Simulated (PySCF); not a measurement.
## Telling isomers of C$_{6}$H$_{8}$O$_{2}$Si apart by NMR

Isolated molecule, equivalent nuclei averaged, a single conformation, non-relativistic Hamiltonian. Structure optimised with GFN2-xTB; shielding tensors at PBE0/pcSseg-1 (GIAO); PySCF.

δ = σ(ref) − σ, references computed at the same level: 1H (σ = 31.72 ppm) and 13C (σ = 186.93 ppm) against TMS. Where no couplings were computed, multiplicities follow the n + 1 count of equivalent neighbours, and m marks all less simple cases (inequivalent or close neighbours, rings, F or P nearby). Acid and N–H amide carbonyl carbons lie up to 10 ppm further downfield in solution (hydrogen bonding). Shifts are as computed. Against solution values, carbons near 30 ppm lie about +3 ppm off and those near 130 ppm about +5 ppm. Of 1211 compounds with measured shifts, 218 miss one by over three times the rms of a fit or turn the order of signals round; such compounds aren't used in these exercises. OH and NH positions are gas-phase values without hydrogen bonding to other molecules.

(1) Tabulate the signals of `C#CC(=O)C[SiH2]OC=C`, `COC(=O)C1=CC=C[SiH2]1`, `O=CCC1=C[SiH2]C=CO1`, `C=C(C#C[SiH2]C)C(=O)O` and their relative energies.

(2) What is the quickest way to tell C#CC(=O)C[SiH2]OC=C from C=C(C#C[SiH2]C)C(=O)O?

(3) What is the quickest way to tell C#CC(=O)C[SiH2]OC=C from COC(=O)C1=CC=C[SiH2]1?

(4) What is the quickest way to tell COC(=O)C1=CC=C[SiH2]1 from C=C(C#C[SiH2]C)C(=O)O?

Results:

(1) 
```tsv
SMILES	carbon types	δC	δH	E rel. (kcal/mol)
C#CC(=O)C[SiH2]OC=C	2×C 2×CH 2×CH2	189.2, 156.3, 95.9, 86.8, 86.8, 41.0	6.70 (m, 1H), 5.15 (t, 2H), 4.49 (m, 1H), 4.40 (m, 1H), 2.79 (s, 1H), 2.50 (t, 2H)	33.7
COC(=O)C1=CC=C[SiH2]1	2×C 3×CH 1×CH3	170.9, 166.3, 155.3, 146.5, 140.1, 49.9	8.17 (d, 1H), 7.45 (m, 1H), 6.67 (m, 1H), 4.66 (m, 2H), 4.17 (s, 3H)	0.0
O=CCC1=C[SiH2]C=CO1	1×C 4×CH 1×CH2	199.9, 164.3, 161.3, 100.0, 98.8, 60.1	9.83 (t, 1H), 7.39 (d, 1H), 5.23 (m, 1H), 5.21 (t, 1H), 4.93 (m, 2H), 3.18 (d, 2H)	12.2
C=C(C#C[SiH2]C)C(=O)O	4×C 1×CH2 1×CH3	168.9, 148.7, 127.8, 110.0, 104.0, -5.0	7.32 (br s, 1H), 6.62 (br s, 1H), 6.32 (br s, 1H), 4.58 (q, 2H), 0.37 (t, 3H)	13.8
```

Energies are electronic energies at PBE0/pcSseg-1 on these geometries, without zero-point or thermal terms, each for the one conformer computed, which needn't be the lowest.

(2) Both give the same number of carbon signals, but DEPT or the intensities differ. The first has an alkene carbon bearing oxygen (CH) at 156.3 ppm, the second a methyl carbon bonded to Si (CH3) at -5.0 ppm. Their most deshielded carbons lie at 189.2 and 168.9 ppm. In the proton spectra the most deshielded non-exchanging signals are 6.70 (m, 1H) and 7.32 (br s, 1H).

(3) Both give the same number of carbon signals, but DEPT or the intensities differ. The first has a β carbon of an enol-ether or enamine type C=C (CH2) at 95.9 ppm, the second a methyl carbon bonded to O (CH3) at 49.9 ppm. Their most deshielded carbons lie at 189.2 and 170.9 ppm. In the proton spectra the most deshielded non-exchanging signals are 6.70 (m, 1H) and 8.17 (d, 1H).

(4) Both give the same number of carbon signals, but DEPT or the intensities differ. The first has a β carbon of a C=C–C=O unit (CH) at 166.3 ppm, the second a β carbon of a C=C–C=O unit (CH2) at 148.7 ppm. Their most deshielded carbons lie at 170.9 and 168.9 ppm. In the proton spectra the most deshielded non-exchanging signals are 8.17 (d, 1H) and 7.32 (br s, 1H).
